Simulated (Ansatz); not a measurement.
`[OH][Ti]([F])([Cl])[Cl]` + `C[O][GeH2][SeH]` → `[OH][Ti]([F])([Cl])[SeH]` + `C[O][GeH2][Cl]`  (redistribution)

Computed with Ansatz on PBE0-D4/def2-TZVP structures; ΔE is electronic, products minus reactants. CCSD(T)/CBS adds triple-zeta CCSD(T) − MP2 to the extrapolated MP2 energy (def2 sets, frozen cores). Functionals use def2-TZVPP. For Ge, Se, Ti outer-core shells are correlated without core-valence functions, which leaves a few kJ/mol of doubt a bond. Scalar relativity is left out up to krypton. One conformer a species, not always the lowest.

```json
{"level": "PBE-D4", "ΔE (eV)": "0.43"}
{"level": "r2SCAN-D4", "ΔE (eV)": "0.43"}
{"level": "ωB97X-V", "ΔE (eV)": "0.43"}
{"level": "HF/CBS(def2)", "ΔE (eV)": "0.42"}
```

Question: What does CCSD(T)/CBS give? (Best estimate.)

Answer: Computed: +0.38 eV. The listed levels differ from it by 0.05, 0.05, 0.05, 0.04 eV.

Largest T1 diagnostic among the species: 0.024, so the coupled-cluster value is less sure than usual.

In def2-TZVPP, CCSD(T) changes the Hartree–Fock value by −0.04 eV (the triples alone add −0.02 eV) and MP2 by −0.07 eV.
